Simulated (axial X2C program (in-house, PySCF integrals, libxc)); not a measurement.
Outer orbitals of TcB⁺ at 1.783 Å, HF

Computed with an in-house all-electron X2C program for linear molecules (integrals from PySCF). Spin-free means the one-electron spin-free X2C Hamiltonian; two-component (2c) means X2C with spin–orbit coupling and atomic mean-field two-electron Coulomb and Gaunt terms, so the difference of the two also holds small scalar two-electron terms. Basis: Tc dyall-cv3z [12s12p8d5f3g], B dyall-v3z [7s6p2d1f] (cores contracted in-house); Gaussian nuclei, density fitting, unrestricted open shells. Masses: Tc 98.907 u, B 11.009 u.

The distance is close to the 2c PBE0 minimum; the highest filled and lowest empty levels are listed.

Spin-free orbitals, state M_S = 3/2, Λ = 0 (beyond evenly filled blocks: σα, δ+α, δ-α) (Löwdin shares):

| symmetry | occupied | ε (eV) | atomic character |
| --- | --- | --- | --- |
| σβ | yes | -21.36 | 50% B s, 17% Tc d, 14% Tc p |
| σα | yes | -21.35 | 67% Tc d, 24% B s, 3% Tc s |
| δ+α | yes | -18.91 | 99% Tc d |
| δ-α | yes | -18.91 | 99% Tc d |
| π-α | yes | -18.57 | 91% Tc d, 6% B p, 2% B d |
| π+α | yes | -18.57 | 91% Tc d, 6% B p, 2% B d |
| σα | yes | -16.46 | 38% B s, 24% Tc d, 14% B p |
| π-β | yes | -15.25 | 50% Tc d, 41% B p, 4% Tc p |
| π+β | yes | -15.25 | 50% Tc d, 41% B p, 4% Tc p |
| σα | no | -6.12 | 52% Tc s, 28% B p, 16% Tc p |
| σβ | no | -4.84 | 37% Tc s, 36% Tc p, 23% B p |
| σβ | no | -4.59 | 41% Tc d, 29% Tc s, 17% B p |
| π+α | no | -4.03 | 63% Tc p, 35% B p |
| π-α | no | -4.03 | 63% Tc p, 35% B p |

Spinors with spin–orbit coupling (state Ω = 3/2):

```csv
ω,occupied,ε (eV),atomic character,λ mixture
-1/2,yes,-21.37,"50% B s, 18% Tc d, 14% Tc p",100% σ
1/2,yes,-21.35,"67% Tc d, 24% B s, 3% Tc s",100% σ
-3/2,yes,-19.04,99% Tc d,100% δ
5/2,yes,-18.77,99% Tc d,100% δ
-1/2,yes,-18.63,"90% Tc d, 6% B p, 2% B d",100% π
3/2,yes,-18.51,"90% Tc d, 6% B p, 2% B d",100% π
1/2,yes,-16.46,"38% B s, 24% Tc d, 14% B p",100% σ
1/2,yes,-15.29,"51% Tc d, 40% B p, 4% Tc p",100% π
-3/2,yes,-15.22,"50% Tc d, 41% B p, 4% Tc p",100% π
1/2,no,-6.12,"52% Tc s, 28% B p, 16% Tc p",100% σ
-1/2,no,-4.84,"36% Tc s, 36% Tc p, 23% B p",100% σ
-1/2,no,-4.58,"41% Tc d, 29% Tc s, 17% B p",100% σ
-1/2,no,-4.06,"62% Tc p, 35% B p",100% π
```

Mulliken charges and populations of the two-component result (they depend on the basis, above all on diffuse functions):

Tc 0.81 e (s 8.17 p 18.13 d 15.86 f 0.03), B 0.19 e (s 3.50 p 1.23 d 0.08 f 0.01). ⟨Lz⟩ = 0.00 ħ and ⟨Sz⟩ = 1.50 ħ (1.77 and -0.27 on the two atoms), which add up to Ω.

One determinant describes the state; a PBE0 search over occupations chose it and may have missed a lower one. With several unpaired electrons one determinant need not be a pure state. This is the top spin component of a Σ state; components of lower Ω are not single determinants and can lie lower. The determinant is spin-polarised beyond a pure state at some levels (its spin-free form has ⟨S²⟩ too high), which makes Re and μ there less reliable.
